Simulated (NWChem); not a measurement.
**H2BrGa in NWChem**

SMILES: [GaH2][Br]
```xyz
4

Ga     0.0000     0.0000    -1.1721
H     -1.4096     0.0000    -1.8448
H      1.4096     0.0000    -1.8448
Br     0.0000     0.0000     1.1436
```
Charge 0, spin multiplicity 1.

All runs are NWChem calculations. The geometry was optimised at B3LYP/def2-SVP, a minimum by its harmonic frequencies.

Symmetry labels belong to the abelian group C2v used in the runs, with the axes of the coordinates shown.

The Hamiltonian is non-relativistic. The structure started from a generated list of species.

List the lowest 3 singlet excitations that TDA-CAM-B3LYP/def2-SVPD gives, with oscillator strengths.


```json
[
 {"state": "1", "symmetry": "a2", "energy (eV)": "4.88", "wavelength (nm)": "254", "f": "0.000"},
 {"state": "2", "symmetry": "a1", "energy (eV)": "5.89", "wavelength (nm)": "210", "f": "0.047"},
 {"state": "3", "symmetry": "b2", "energy (eV)": "6.19", "wavelength (nm)": "200", "f": "0.006"}
]
```
